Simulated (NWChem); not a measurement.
System: C₂H₇NTi; SMILES [CH3][Ti]([CH3])=[NH]

No frequency run checked for a minimum.

### Question
Give the equilibrium geometry at PBE0/def2-SVP (NWChem) as a list of bonds and angles, with the point group.

### Answer
point group Cs; any orientation.
Bond lengths (Å): Ti1–N2 1.648, Ti1–C4 2.094, Ti1–C8 2.094, N2–H3 1.019, C4–H5 1.104, C4–H6 1.107, C4–H7 1.103, C8–H9 1.104, C8–H10 1.103, C8–H11 1.107. Bond angles (°): N2–Ti1–C4 107.7, N2–Ti1–C8 107.7, C4–Ti1–C8 110.0, Ti1–N2–H3 169.1, Ti1–C4–H5 107.9, Ti1–C4–H6 110.4, Ti1–C4–H7 114.3, H5–C4–H6 107.7, H5–C4–H7 107.3, H6–C4–H7 109.0, Ti1–C8–H9 107.9, Ti1–C8–H10 114.3, Ti1–C8–H11 110.4, H9–C8–H10 107.3, H9–C8–H11 107.7, H10–C8–H11 109.0.
